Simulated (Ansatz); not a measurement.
CH9NOSi2 (`C[SiH](N)[SiH2]O`), relaxed with RKS PBE0-D4/def2-TZVP in the Gaussian-basis code of Ansatz from a PBE-D4/def2-SVP geometry. The force threshold is 0.005 eV/Å; the program also tests the step.

Total charge 0; spin multiplicity 1.

Start:

```xyz
14

C     1.112   -0.484   -1.501
Si    0.073    0.679   -0.436
N    -1.595    0.037   -0.498
Si    0.422    0.278    1.866
O    -0.658   -1.013    2.030
H     2.181   -0.192   -1.471
H     1.031   -1.524   -1.124
H     0.786   -0.468   -2.562
H     0.211    2.096   -0.950
H    -2.335    0.660   -0.153
H    -1.901   -0.354   -1.397
H     0.075    1.446    2.760
H     1.820   -0.155    2.223
H    -1.222   -1.005    1.212
```

```tsv
step	energy (eV)	largest force (eV/Å)	largest move (Å)
1	-20468.8845	0.968	0.000
2	-20468.9550	0.752	0.100
3	-20468.9758	0.216	0.054
4	-20468.9822	0.110	0.069
5	-20468.9847	0.179	0.064
6	-20468.9854	0.181	0.072
7	-20468.9865	0.032	0.027
8	-20468.9867	0.015	0.012
9	-20468.9867	0.005	0.003
10	-20468.9867	0.005	0.003
11	-20468.9867	0.003	0.002
```

End:

```xyz
14

C     1.102   -0.485   -1.515
Si    0.050    0.634   -0.449
N    -1.600    0.078   -0.603
Si    0.406    0.276    1.847
O    -0.604   -0.995    2.183
H     2.156   -0.206   -1.435
H     1.004   -1.527   -1.205
H     0.817   -0.409   -2.568
H     0.260    2.050   -0.886
H    -2.333    0.646   -0.201
H    -1.900   -0.258   -1.507
H     0.061    1.458    2.690
H     1.804   -0.108    2.189
H    -1.223   -1.155    1.460
```

It took 34 s on 4 threads of an Intel Xeon Platinum 8488C on a shared host, with 0.66 GiB of host memory at the peak.
